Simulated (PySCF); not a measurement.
**Question.** Write Cartesian coordinates for InChI=1S/C3H6ClNSi/c1-3-6(4)5-2/h3,6H,1-2H2/t6-/m0/s1 as optimised with PBE0-D3(BJ)/def2-SVP.

**Answer.** 
```xyz
12
C3H6ClNSi angstrom
C      0.2505   -2.0125    1.0509
C     -0.1764   -3.2646    0.8494
Si    -1.7255   -3.6422   -0.0946
Cl    -2.9208   -4.9080    1.0600
N     -2.5397   -2.1409   -0.4352
C     -3.7243   -1.8343   -0.1273
H     -0.3018   -1.1528    0.6564
H      1.1646   -1.7958    1.6147
H      0.4035   -4.1000    1.2619
H     -1.4831   -4.3442   -1.3817
H     -4.1314   -0.8418   -0.3945
H     -4.4173   -2.5105    0.4151
```

Any rigid rotation of these coordinates is as good. Atoms count from 1 in this order. Of the pairs four or more bonds apart, N5···H7 is among the closest relative to their van der Waals radii: 2.68 Å, 97 % of the sum of Bondi's values. Si3 (chlorine-bound silicon) is distorted tetrahedral (angles from 106.6° to 113.7°).

Bonds between heavy atoms (Å): C1=C2 1.338, C2–Si3 1.853, Si3–Cl4 2.089, Si3–N5 1.741, N5=C6 1.262.

Theory: PySCF, PBE0-D3(BJ)/def2-SVP geometry optimisation, gas phase.

Point group: C1 (no symmetry element, even within 0.4 Å). Stationary, but not proved a minimum. The numbers are those of one conformer (C1–C2–Si3–Cl4 -128°, C2–Si3–N5–C6 -124°).

The run took 63 s on one thread, Arm Neoverse V1 (aarch64), shared host with 32 logical CPUs at a one-minute load of 34, and the process peaked at 0.50 GiB of memory. That covers the optimisation of the geometry.
